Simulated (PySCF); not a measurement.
Excitation energy of B by level of theory

B [He] 2s2 2p1 (2P) → B [He] 2s2 3d1 (2D), as a difference of total energies. All numbers are calculated (PySCF 2.14, the spin-free X2C one-electron Hamiltonian (Gaussian nucleus), in aug-cc-pCVQZ-DK (9s8p6d4f2g, 109 functions)). Correlated levels: valence: 1s2 frozen; valence and next inner shell: nothing frozen. The calculations carry no spin-orbit coupling.

```csv
method,excitation energy (eV),error (eV)
UHF,7.369,+0.580
LDA,7.331,+0.542
PBE,7.209,+0.420
PBE0,7.336,+0.547
r2SCAN,7.556,+0.767
wB97X-V,7.658,+0.869
LC-wPBE,7.850,+1.061
BLYP,7.204,+0.415
MP2 (valence),7.473,+0.684
SCS-MP2 (valence),7.462,+0.673
MP2 (valence and next inner shell),7.497,+0.708
SCS-MP2 (valence and next inner shell),7.478,+0.689
```

Reference: 6.789 eV (measured; NIST levels, between the centres of gravity of the two terms).

Errors of the correlated levels include the incompleteness of this basis and the frozen core.

The promoted electron is Rydberg-like, and one or two diffuse shells describe it only roughly, which tends to raise the upper state.

In the upper state the promoted electron has a positive orbital energy at LDA, PBE, r2SCAN, BLYP, so the basis confines it.
